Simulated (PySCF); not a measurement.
# How methods differ on the electron affinity of Sb

Sb⁻ [Kr] 4d10 5s2 5p4 (3P) → Sb [Kr] 4d10 5s2 5p3 (4S), as a difference of total energies. All numbers are calculated (PySCF 2.14, scalar relativity through the core potential, in aug-cc-pwCVTZ-PP with ECP28MDF). Correlated levels: valence: 4s2 4p6 4d10 frozen. The calculations carry no spin-orbit coupling.

Task: Order these methods by the electron affinity they give, lowest first.
A. MP2 (valence)
B. CCSD (valence)
C. UHF
D. CCSD(T) (valence)

Result: C (-0.055 eV), A (0.611 eV), B (0.716 eV), D (0.770 eV).

The reference lies between the lowest fine-structure levels, while these numbers refer to the centres of the terms.

Errors of the correlated levels include the incompleteness of this basis and the frozen core.

A negative affinity means that the anion lies above the atom at that level of theory.

For comparison: 1.047 eV (measured; photodetachment measurements, as compiled on the Wikipedia data page of electron affinities).
